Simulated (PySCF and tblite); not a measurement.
Values are calculated unless marked as measured or tabulated.
4 diastereomers of C12H20, numbered alike:

| isomer | SMILES | descriptors (one enantiomer) |
| --- | --- | --- |
| A | [CH2:1]=[CH:2][C@@H:3]([CH3:4])[CH2:5][C@@H:6]([CH:7]=[CH2:8])[C@H:9]([CH3:10])[CH:11]=[CH2:12] | 3S, 6S, 9R |
| B | [CH2:1]=[CH:2][C@H:3]([CH3:4])[CH2:5][C@H:6]([CH:7]=[CH2:8])[C@H:9]([CH3:10])[CH:11]=[CH2:12] | 3R, 6R, 9R |
| C | [CH2:1]=[CH:2][C@H:3]([CH3:4])[CH2:5][C@@H:6]([CH:7]=[CH2:8])[C@H:9]([CH3:10])[CH:11]=[CH2:12] | 3R, 6S, 9R |
| D | [CH2:1]=[CH:2][C@@H:3]([CH3:4])[CH2:5][C@H:6]([CH:7]=[CH2:8])[C@H:9]([CH3:10])[CH:11]=[CH2:12] | 3S, 6R, 9R |

Protocol: conformer search, at most 5 conformers an isomer, GFN2-xTB geometries, energies PBE0/6-31G* (D3(BJ) added where defined), weights at 298.15 K with GFN2-xTB thermal terms. Programs: PySCF with density fitting and tblite.

Problem. Rank the isomers by free energy at 298.15 K.

Solution. 
```csv
isomer,ΔG (kcal/mol),"ΔE, lowest conformer",conformers,largest weight %,rms dipole (D)
A,0.0,0.0,5,81,0.27
B,0.6,0.4,5,88,0.17
C,0.8,1.3,5,50,0.44
D,1.0,1.2,5,55,0.29
```

ΔG is for one enantiomer.

Problem. If they could interconvert freely, what would the mixture hold (chiral isomers as racemates)?

Solution. A 54 %, B 22 %, C 14 %, D 10 %. A racemate gains RT ln 2.

The conformer set may be incomplete (the search or the number kept was capped).
